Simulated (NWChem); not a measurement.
System: propylene glycol (C3H8O2); SMILES CC(O)CO

Output (shortened):

```
             Northwest Computational Chemistry Package (NWChem) 7.3.0
             --------------------------------------------------------

 C1  symmetry detected

                             Geometry "geometry" -> ""
                             -------------------------

 Output coordinates in angstroms (scale by  1.889725989 to convert to a.u.)

  No.       Tag          Charge          X              Y              Z
 ---- ---------------- ---------- -------------- -------------- --------------
    1 C                    6.0000    -0.62295186     1.76349909    -0.01959431
    2 C                    6.0000     0.01389650     0.43940299     0.34730416
    3 O                    8.0000     1.36936395     0.36524389    -0.06576584
    4 C                    6.0000    -0.72500399    -0.77152185    -0.20810678
    5 O                    8.0000    -0.04393829    -1.94750483     0.10022565
    6 H                    1.0000    -0.03177235     2.59907082     0.38194423
    7 H                    1.0000    -0.68523603     1.88159966    -1.11523651
    8 H                    1.0000    -1.64540812     1.83905349     0.38062560
    9 H                    1.0000     0.05246069     0.33381147     1.44478139
   10 H                    1.0000     1.40404330     0.60670896    -0.99989729
   11 H                    1.0000    -1.74114506    -0.83167210     0.21612461
   12 H                    1.0000    -0.84534431    -0.63514627    -1.30810332
   13 H                    1.0000     0.89335274    -1.72361987     0.00646444

 Effective nuclear repulsion energy (a.u.)     196.0722062414

                                 NWChem DFT Module
                                 -----------------

 Summary of "ao basis" -> "ao basis" (spherical)
 ------------------------------------------------------------------------------
       Tag                 Description            Shells   Functions and Types
 ---------------- ------------------------------  ------  ---------------------
 C                           6-31g*                  6       14   3s2p1d
 O                           6-31g*                  6       14   3s2p1d
 H                           6-31g*                  2        2   2s

            General Information
            -------------------
          SCF calculation type: DFT
          Wavefunction type:  closed shell.
          No. of atoms     :    13
          No. of electrons :    42
           Alpha electrons :    21
            Beta electrons :    21
          Charge           :     0
          Spin multiplicity:     1
          Use of symmetry is: off; symmetry adaption is: off
          Maximum number of iterations: 150
          AO basis - number of functions:    86
                     number of shells:    46
          Convergence on energy requested:  1.00D-06
          Convergence on density requested:  1.00D-05
          Convergence on gradient requested:  5.00D-04

              XC Information
              --------------
                         PBE0 Method XC Functional
                     Hartree-Fock (Exact) Exchange  0.250
          PerdewBurkeErnzerhof Exchange Functional  0.750
            Perdew 1991 LDA Correlation Functional  1.000 local
           PerdewBurkeErnz. Correlation Functional  1.000 non-local

             Grid Information
             ----------------
          Grid used for XC integration:  medium
          Radial quadrature: Mura-Knowles
          Angular quadrature: Lebedev.
          Tag              B.-S. Rad. Rad. Pts. Rad. Cut. Ang. Pts.
          ---              ---------- --------- --------- ---------
          C                   0.70       49          10.0       434
          O                   0.60       49          11.0       434
          H                   0.35       45          11.0       434
          Grid pruning is: on
          Number of quadrature shells:   605
          Spatial weights used:  Erf1

      Superposition of Atomic Density Guess
      -------------------------------------

 Sum of atomic energies:        -266.47532722

      Non-variational initial energy
      ------------------------------

 Total energy =    -269.266182
 1-e energy   =    -750.866268
 2-e energy   =     285.527880
 HOMO         =      -0.321932
 LUMO         =       0.119034

   convergence    iter        energy       DeltaE   RMS-Dens  Diis-err
 ---------------- ----- ----------------- --------- --------- ---------
 d= 0,ls=0.0,diis     1   -269.1636043356 -4.65D+02  1.29D-02  8.06D-01
 d= 0,ls=0.0,diis     2   -269.1566030343  7.00D-03  7.51D-03  9.94D-01
 d= 0,ls=0.0,diis     3   -269.2483212083 -9.17D-02  1.17D-03  3.33D-02
 d= 0,ls=0.0,diis     4   -269.2513524759 -3.03D-03  3.16D-04  1.02D-03
 d= 0,ls=0.0,diis     5   -269.2514495166 -9.70D-05  9.34D-05  1.46D-04
  Resetting Diis
 d= 0,ls=0.0,diis     6   -269.2514654903 -1.60D-05  2.03D-05  5.50D-06
 d= 0,ls=0.0,diis     7   -269.2514659631 -4.73D-07  1.35D-05  7.53D-07
 d= 0,ls=0.0,diis     8   -269.2514659059  5.72D-08  7.56D-06  1.39D-06

         Total DFT energy =     -269.251465905924
      One electron energy =     -755.268065183084
           Coulomb energy =      326.150305189415
    Exchange-Corr. energy =      -36.205912153632
 Nuclear repulsion energy =      196.072206241377

 Numeric. integr. density =       42.000017632870

                       DFT Final Molecular Orbital Analysis
                       ------------------------------------

 Vector   19  Occ=2.000000D+00  E=-3.358186D-01
              MO Center=  2.6D-01, -2.9D-01,  7.6D-02, r^2= 3.5D+00
   Bfn.  Coefficient  Atom+Function         Bfn.  Coefficient  Atom+Function
  ----- ------------  ---------------      ----- ------------  ---------------
    32      0.313380   3 O  py               60      0.254182   5 O  py
    36      0.223196   3 O  py               31     -0.196502   3 O  px
    59      0.192824   5 O  px               64      0.183740   5 O  py
    17      0.171367   2 C  px               35     -0.155926   3 O  px
     3     -0.149068   1 C  px               46     -0.149299   4 C  py

 Vector   20  Occ=2.000000D+00  E=-3.012875D-01
              MO Center=  4.7D-01, -1.4D-01, -3.1D-02, r^2= 2.8D+00
   Bfn.  Coefficient  Atom+Function         Bfn.  Coefficient  Atom+Function
  ----- ------------  ---------------      ----- ------------  ---------------
    32      0.447533   3 O  py               36      0.356988   3 O  py
    61      0.251138   5 O  pz               65      0.187269   5 O  pz
    46      0.180246   4 C  py               82     -0.168901  11 H  s
    45      0.159042   4 C  px               18     -0.152944   2 C  py
    33      0.132445   3 O  pz                4      0.125826   1 C  py

 Vector   21  Occ=2.000000D+00  E=-2.665445D-01
              MO Center= -8.0D-02, -1.2D+00, -5.5D-02, r^2= 2.3D+00
   Bfn.  Coefficient  Atom+Function         Bfn.  Coefficient  Atom+Function
  ----- ------------  ---------------      ----- ------------  ---------------
    61      0.499018   5 O  pz               65      0.396770   5 O  pz
    84      0.225995  12 H  s                47     -0.176052   4 C  pz
    32     -0.173511   3 O  py               18      0.170283   2 C  py
    60      0.166925   5 O  py               83      0.158222  12 H  s
    36     -0.144008   3 O  py               64      0.141519   5 O  py

 Vector   22  Occ=0.000000D+00  E= 7.662502D-02
              MO Center=  4.9D-01,  5.9D-01, -7.9D-01, r^2= 4.4D+00
   Bfn.  Coefficient  Atom+Function         Bfn.  Coefficient  Atom+Function
  ----- ------------  ---------------      ----- ------------  ---------------
    80      1.061549  10 H  s                 6     -0.768730   1 C  s
    34     -0.696333   3 O  s                76      0.563757   8 H  s
    48     -0.500923   4 C  s                74      0.472229   7 H  s
    82      0.427833  11 H  s                37      0.418635   3 O  pz
    84      0.411879  12 H  s                20     -0.344628   2 C  s

 Vector   23  Occ=0.000000D+00  E= 1.157965D-01
              MO Center= -1.7D-01,  5.9D-01, -7.3D-02, r^2= 6.0D+00
   Bfn.  Coefficient  Atom+Function         Bfn.  Coefficient  Atom+Function
  ----- ------------  ---------------      ----- ------------  ---------------
     6      1.478523   1 C  s                72     -0.917119   6 H  s
    74     -0.780472   7 H  s                62     -0.685073   5 O  s
    20      0.628357   2 C  s                86      0.581688  13 H  s
    48      0.509629   4 C  s                34     -0.496230   3 O  s
    76     -0.455884   8 H  s                50     -0.445461   4 C  py

 Vector   24  Occ=0.000000D+00  E= 1.298562D-01
              MO Center= -4.6D-01,  5.5D-01,  2.2D-01, r^2= 4.9D+00
   Bfn.  Coefficient  Atom+Function         Bfn.  Coefficient  Atom+Function
  ----- ------------  ---------------      ----- ------------  ---------------
    78      1.191383   9 H  s                74     -0.813831   7 H  s
    76      0.699362   8 H  s                82      0.651943  11 H  s
    23     -0.598903   2 C  pz               84     -0.587284  12 H  s
    20     -0.580496   2 C  s                 9     -0.510066   1 C  pz
    80     -0.420386  10 H  s                51     -0.346334   4 C  pz

     Multipole analysis of the density
     ---------------------------------

     L   x y z        total         alpha         beta         nuclear
     -   - - -        -----         -----         ----         -------
     0   0 0 0     -0.000000    -21.000000    -21.000000     42.000000

     1   1 0 0     -0.129514     -0.064757     -0.064757     -0.000000
     1   0 1 0      0.866651      0.433325      0.433325     -0.000000
     1   0 0 1     -0.491557     -0.245779     -0.245779     -0.000000

     2   2 0 0    -23.149309    -65.491210    -65.491210    107.833111
     2   1 1 0     -1.487514      2.106445      2.106445     -5.700404
     2   1 0 1     -1.790327     -0.510775     -0.510775     -0.768777
     2   0 2 0    -26.601783   -143.684217   -143.684217    260.766651
     2   0 1 1     -0.116562     -0.107975     -0.107975      0.099387
     2   0 0 2    -21.783750    -24.248408    -24.248408     26.713066

            General Information
            -------------------
          SCF calculation type: DFT
          Wavefunction type:  closed shell.
          No. of atoms     :    13
          No. of electrons :    42
           Alpha electrons :    21
            Beta electrons :    21
          Charge           :     0
          Spin multiplicity:     1
          Use of symmetry is: off; symmetry adaption is: off
          Maximum number of iterations: 150
          AO basis - number of functions:    86
                     number of shells:    46
          Convergence on energy requested:  1.00D-06
          Convergence on density requested:  1.00D-05
          Convergence on gradient requested:  5.00D-04

              XC Information
              --------------
                         PBE0 Method XC Functional
                     Hartree-Fock (Exact) Exchange  0.250
          PerdewBurkeErnzerhof Exchange Functional  0.750
            Perdew 1991 LDA Correlation Functional  1.000 local
           PerdewBurkeErnz. Correlation Functional  1.000 non-local

             Grid Information
             ----------------
          Grid used for XC integration:  medium
          Radial quadrature: Mura-Knowles
          Angular quadrature: Lebedev.
          Tag              B.-S. Rad. Rad. Pts. Rad. Cut. Ang. Pts.
          ---              ---------- --------- --------- ---------
          C                   0.70       49          10.0       434
          O                   0.60       49          11.0       434
          H                   0.35       45          11.0       434
          Grid pruning is: on
          Number of quadrature shells:   605
          Spatial weights used:  Erf1

          Convergence Information
          -----------------------
          Convergence aids based upon iterative change in
          total energy or number of iterations.
          Levelshifting, if invoked, occurs when the
          HOMO/LUMO gap drops below (HL_TOL):  1.00D-02
          DIIS, if invoked, will attempt to extrapolate
          using up to (NFOCK): 10 stored Fock matrices.

                    Damping( 0%)  Levelshifting(0.5)       DIIS
                  --------------- ------------------- ---------------
          dE  on:    start            ASAP                start
          dE off:    2 iters        150 iters           150 iters

                            NWChem DFT Gradient Module
                            --------------------------

  charge          =   0.00
  wavefunction    = closed shell

                         DFT ENERGY GRADIENTS

    atom               coordinates                        gradient
                 x          y          z           x          y          z
   1 C      -1.177208   3.332530  -0.037028    0.001861  -0.004102   0.001506
   2 C       0.026261   0.830351   0.656310    0.003323   0.000724  -0.006695
   3 O       2.587723   0.690211  -0.124279   -0.004534   0.001134  -0.002745
   4 C      -1.370059  -1.457965  -0.393265    0.007262  -0.005585   0.004329
   5 O      -0.083031  -3.680250   0.189399    0.001522   0.005219  -0.001447
   6 H      -0.060041   4.911532   0.721770    0.001888   0.002644   0.001227
   7 H      -1.294908   3.555708  -2.107491   -0.000119   0.000341  -0.003159
   8 H      -3.109370   3.475307   0.719278   -0.003038   0.000346   0.001258
   9 H       0.099136   0.630812   2.730241   -0.000796  -0.000552   0.004166
  10 H       2.653257   1.146514  -1.889532    0.000432  -0.000849   0.003294
  11 H      -3.290287  -1.571632   0.408416   -0.004057   0.000747   0.001106
  12 H      -1.597469  -1.200252  -2.471957   -0.000773   0.001065  -0.003269
  13 H       1.688192  -3.257169   0.012216   -0.002971  -0.001132   0.000430
```

Level: PBE0/6-31G* (spherical d). All runs use the structure optimised with PBE0/def2-SVP.

Problem. Reconstruct the input file.

Solution. One answer among several that fit: the input that was run:
```
start job
memory heap 200 mb stack 900 mb global 1100 mb
geometry units angstroms noautoz
  C     -0.659484     1.738212    -0.019811
  C      0.005826     0.429404     0.351410
  O      1.366378     0.388553    -0.049399
  C     -0.698530    -0.798284    -0.212025
  O      0.007934    -1.957877     0.101197
  H     -0.092334     2.587291     0.388003
  H     -0.714671     1.856216    -1.115844
  H     -1.687053     1.788519     0.371178
  H      0.036982     0.323330     1.449076
  H      1.403677     0.632015    -0.982911
  H     -1.716724    -0.883521     0.202883
  H     -0.812156    -0.663407    -1.312920
  H      0.940352    -1.711293     0.016208
end
basis spherical
  * library 6-31g*
end
dft
  xc pbe0
  iterations 150
end
task dft gradient
```
